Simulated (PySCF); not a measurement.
## Calculated data, CH$_{4}$AlB$_{2}$, AlB$_{2}$H$_{5}$N, Al$_{2}$BH$_{3}$N, AlBH$_{3}$O

Computed with PySCF 2.14.0. Calculation on a computer-drawn molecule: the log of a Hartree-Fock and frozen-core CCSD(T) single point meant for a local Hartree-Fock minimum, with one planted fault or none, to be diagnosed. Offsets are logged minus clean, where the clean run is the same molecule without the fault. The reference is restricted for singlets and unrestricted otherwise, and also for a bond in bohr or an excited solution. Adding or removing an electron swaps singlet and doublet. The excited solution moves the top pair (singlet) or top alpha electron (doublet) to the lowest empty orbital. Highest occupied and lowest empty are orbital energies over both spins, largest force is the largest gradient component, triples share is (T) over the correlation energy, the T1 limit is 0.02 restricted and 0.045 unrestricted, electrons count all cores, a negative frequency is imaginary (commonest isotopes), and the dipole is about the centre of nuclear charge.

Common to all runs: meant charge 0; meant multiplicity 2; meant basis cc-pV(D+d)Z; logged SCF converged yes; logged SCF stable within its kind yes; possible faults no fault, one electron removed, one electron added, multiplicity raised by two, geometry at a saddle point, SCF held on an excited solution, minimal basis STO-3G, one bond length entered in bohr, all coordinates scaled.

```json
{"entry": 1, "formula": "CH4AlB2", "logged_structure": {"atoms_angstrom": [["B", -0.3204, -0.5163, -3.1137], ["Al", -1.5478, -2.0737, -2.5234], ["C", -2.3237, -2.2178, -0.7531], ["B", -1.9944, -1.1935, 0.096], ["H", 0.3881, 0.3675, -3.4801], ["H", -1.8508, -3.1934, -3.6001], ["H", -2.9518, -3.0789, -0.5574], ["H", -1.6472, -0.2678, 0.7351]]}, "given": {"logged_electrons": 33, "logged_basis_functions": 85, "logged_spin_squared": 3.7725, "logged_highest_occupied [eV]": -5.5525, "logged_lowest_empty [eV]": -1.8496, "logged_largest_force [hartree/bohr]": 0.063725, "logged_dipole_magnitude [debye]": 9.3004, "logged_energy_HF [hartree]": -331.23563, "drawn_bonds_atom": [1, 2, 3, 1, 2, 3, 4], "drawn_bonds_other_atom": [2, 3, 4, 5, 6, 7, 8], "drawn_bonds_order": [1, 1, 2, 1, 1, 1, 1]}, "results": {"planted_fault": "multiplicity raised by two", "HF_energy_offset_from_clean_run [kcal/mol]": 77.26}, "notes": ["coupled-cluster numbers left out as unreliable"]}
{"entry": 2, "formula": "AlB2H5N", "logged_structure": {"atoms_angstrom": [["B", 0.874, -1.0649, -2.6458], ["Al", -0.3582, 0.2524, -1.6578], ["N", -0.549, 1.9318, -2.3039], ["B", 0.0833, 2.4446, -3.449], ["H", 1.5889, -1.8374, -3.1979], ["H", -1.1535, -0.1391, -0.3518], ["H", -1.1513, 2.5789, -1.8265], ["H", 0.8253, 1.7297, -4.0814], ["H", -0.0976, 3.5782, -3.8127]]}, "given": {"logged_electrons": 36, "logged_basis_functions": 90, "logged_spin_squared": 0.0, "logged_highest_occupied [eV]": -0.27407, "logged_lowest_empty [eV]": 6.9117, "logged_largest_force [hartree/bohr]": 0.044517, "logged_T1_diagnostic": 0.022014, "logged_D1_diagnostic": 0.08059, "logged_triples_share": 0.032952, "logged_CC_converged": "yes", "logged_dipole_magnitude [debye]": 5.2961, "logged_energy_HF [hartree]": -348.60955, "logged_energy_CCSD(T) [hartree]": -349.08993, "drawn_bonds_atom": [1, 2, 3, 1, 2, 3, 4, 4], "drawn_bonds_other_atom": [2, 3, 4, 5, 6, 7, 8, 9], "drawn_bonds_order": [1, 1, 1, 1, 1, 1, 1, 1]}, "results": {"planted_fault": "one electron added", "HF_energy_offset_from_clean_run [kcal/mol]": 17.13, "CCSD(T)_energy_offset_from_clean_run [kcal/mol]": -10.57}, "notes": ["T1 above single-reference limit"]}
{"entry": 3, "formula": "AlB2H5N", "logged_structure": {"atoms_angstrom": [["B", 0.8504, -1.0362, -2.5743], ["Al", -0.3485, 0.2456, -1.6131], ["N", -0.5342, 1.8796, -2.2417], ["B", 0.081, 2.3786, -3.3558], ["H", 1.546, -1.7877, -3.1115], ["H", -1.1224, -0.1353, -0.3423], ["H", -1.1202, 2.5093, -1.7772], ["H", 0.803, 1.683, -3.9712], ["H", -0.0949, 3.4816, -3.7098]]}, "given": {"logged_electrons": 35, "logged_basis_functions": 90, "logged_spin_squared": 0.7585, "logged_highest_occupied [eV]": -8.2543, "logged_lowest_empty [eV]": 1.1007, "logged_largest_force [hartree/bohr]": 0.01827, "logged_T1_diagnostic": 0.013912, "logged_D1_diagnostic": 0.040882, "logged_triples_share": 0.025682, "logged_CC_converged": "yes", "logged_dipole_magnitude [debye]": 0.90102, "logged_energy_HF [hartree]": -348.63064, "logged_energy_CCSD(T) [hartree]": -349.06349, "drawn_bonds_atom": [1, 2, 3, 1, 2, 3, 4, 4], "drawn_bonds_other_atom": [2, 3, 4, 5, 6, 7, 8, 9], "drawn_bonds_order": [1, 1, 1, 1, 1, 1, 1, 1]}, "results": {"planted_fault": "all coordinates scaled, by -2.7 %", "HF_energy_offset_from_clean_run [kcal/mol]": 3.894, "CCSD(T)_energy_offset_from_clean_run [kcal/mol]": 6.025}}
{"entry": 4, "formula": "Al2BH3N", "logged_structure": {"atoms_angstrom": [["B", 0.7163, 0.4119, 1.564], ["Al", -1.0488, -0.4079, 0.8399], ["N", -1.1798, -0.9953, -0.807], ["Al", -1.3858, -1.5641, -2.3212], ["H", 1.7274, 0.8834, 1.987], ["H", -2.2607, -0.4661, 1.8691], ["H", -1.5648, -2.1018, -3.7685]]}, "given": {"logged_electrons": 41, "logged_basis_functions": 89, "logged_spin_squared": 3.7662, "logged_highest_occupied [eV]": -7.6119, "logged_lowest_empty [eV]": -0.15294, "logged_largest_force [hartree/bohr]": 0.015914, "logged_T1_diagnostic": 0.035358, "logged_D1_diagnostic": 0.15781, "logged_triples_share": 0.039363, "logged_CC_converged": "yes", "logged_dipole_magnitude [debye]": 6.8188, "logged_energy_HF [hartree]": -564.53925, "logged_energy_CCSD(T) [hartree]": -564.92524, "drawn_bonds_atom": [1, 2, 3, 1, 2, 4], "drawn_bonds_other_atom": [2, 3, 4, 5, 6, 7], "drawn_bonds_order": [1, 1, 2, 1, 1, 1]}, "results": {"planted_fault": "multiplicity raised by two", "HF_energy_offset_from_clean_run [kcal/mol]": 56.99, "CCSD(T)_energy_offset_from_clean_run [kcal/mol]": 65.16}}
{"entry": 5, "formula": "AlBH3O", "logged_structure": {"atoms_angstrom": [["B", 0.7173, -2.9387, 0.9586], ["Al", -1.2907, -2.4936, 1.0004], ["O", -1.7154, -0.8677, 1.2113], ["H", 1.873, -3.2162, 0.9329], ["H", -2.4004, -3.6068, 0.844], ["H", -2.5762, -0.4871, 1.2547]]}, "given": {"logged_electrons": 30, "logged_basis_functions": 66, "logged_spin_squared": 0.0, "logged_highest_occupied [eV]": -0.017436, "logged_lowest_empty [eV]": 7.0735, "logged_largest_force [hartree/bohr]": 0.049033, "logged_T1_diagnostic": 0.015971, "logged_D1_diagnostic": 0.048738, "logged_triples_share": 0.025945, "logged_CC_converged": "yes", "logged_dipole_magnitude [debye]": 5.1181, "logged_energy_HF [hartree]": -343.15327, "logged_energy_CCSD(T) [hartree]": -343.53854, "drawn_bonds_atom": [1, 2, 1, 2, 3], "drawn_bonds_other_atom": [2, 3, 4, 5, 6], "drawn_bonds_order": [1, 1, 1, 1, 1]}, "results": {"planted_fault": "one electron added", "HF_energy_offset_from_clean_run [kcal/mol]": 21.6, "CCSD(T)_energy_offset_from_clean_run [kcal/mol]": -1.748}}
```
